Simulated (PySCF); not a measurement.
Excitations are Tamm–Dancoff values on a coarser integration grid. The basis has no diffuse functions, so Rydberg states are missing or too high.

Cartesian coordinates (Å):
```xyz
7

S      2.1792    -1.0048     0.0274
In     0.0005    -0.0005    -0.0014
S     -1.9335    -1.3380    -0.4774
S     -0.2442     2.3437     0.4472
H      2.7770     0.1709     0.3365
H     -1.1902    -2.4611    -0.6238
H     -1.5889     2.2899     0.2914
```
Charge 0, multiplicity 1.

Q: Give the T1 excitation (TDA), S1 excitation (TDA), S1–T1 gap (TDA), HOMO–LUMO gap, HOMO, dipole moment, LUMO and total energy at the level PBE-D3(BJ)/def2-TZVP (PySCF 2.14.0).

A: 
| Quantity | Value |
|---|---|
| T1 excitation (TDA) | 3.51 eV |
| S1 excitation (TDA) | 3.78 eV |
| S1–T1 gap (TDA) | 0.27 eV |
| HOMO–LUMO gap | 3.67 eV |
| HOMO | -6.39 eV |
| dipole moment | 0.01 D |
| LUMO | -2.72 eV |
| total energy | -1386.1562 Ha |
